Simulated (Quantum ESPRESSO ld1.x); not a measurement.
Values are calculated unless marked as measured or tabulated.
Question: All-electron atom: Rb II in [Ar] 3d10 4s2 4p5 6s1 (not the ground configuration). Level of theory: Dirac Kohn-Sham, LDA (Slater exchange, Perdew-Zunger correlation), spin-unpolarised, spherical densities, point nucleus; open shells fill j = l - 1/2 first (ld1.x of Quantum ESPRESSO 7.5).

Spin-orbit splittings of the eigenvalues, e(l+1/2) - e(l-1/2), with zeta = 2 splitting/(2l+1) and mean radii in bohr:

| shell | occ. | splitting (eV) | zeta (eV) | <r> j=l-1/2 | <r> j=l+1/2 |
|---|---|---|---|---|---|
| 2p | 6 | 60.67 | 40.45 | 0.1524 | 0.1565 |
| 3p | 6 | ? | ? | 0.5121 | 0.5227 |
| 3d | 10 | 1.555 | 0.6218 | 0.5229 | 0.5267 |
| 4p | 5 | 0.9964 | 0.6643 | 1.619 | 1.651 |

Estimate the 3p splitting.

Answer: 9.142 eV (zeta = 6.095 eV).
